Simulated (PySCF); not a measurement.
Gas-phase reaction: 3 SnH3F → SnF2 + 2 SnH4 + HF

Method: PySCF energies plus ideal-gas RRHO corrections (1 bar). † marks an energy on the PBE0/def2-TZVP geometry and frequencies; other levels use their own. MP2 freezes the core. All species are closed-shell singlets. Sn: scalar-relativistic def2 core potential, no spin-orbit coupling. SnH3F: computed as isolated molecules; such fragments, hydroxides, amides, oligomers or adducts are transient or little studied in the gas. MP2 isn't extrapolated to the basis-set limit; its ΔH°(298 K) is 9.0 kJ in def2-SVP and -20.6 kJ in def2-TZVPP. The harmonic model lacks anharmonicity and excited electronic states, which grow with temperature; levels with a mode under 35 cm⁻¹ are left out.

| level | ΔE electronic, kJ | ΔH°(298 K), kJ | ΔS°(298 K), J/K | ΔG°(1400 K), kJ |
|---|---|---|---|---|
| MP2/def2-TZVPP† | -23 | -21 | 119 | -181 |
| PBE/def2-TZVP† | -24 | -22 | 119 | -182 |
| PBE0/def2-TZVP | -11 | -8 | 119 | -168 |
| r2SCAN/def2-TZVP† | -1 | 2 | 119 | -158 |
| ωB97M-V/def2-TZVP† | -5 | -2 | 119 | -162 |
ΔH° is lowest at PBE/def2-TZVP† and highest at r2SCAN/def2-TZVP†. No reference value is set beside these.
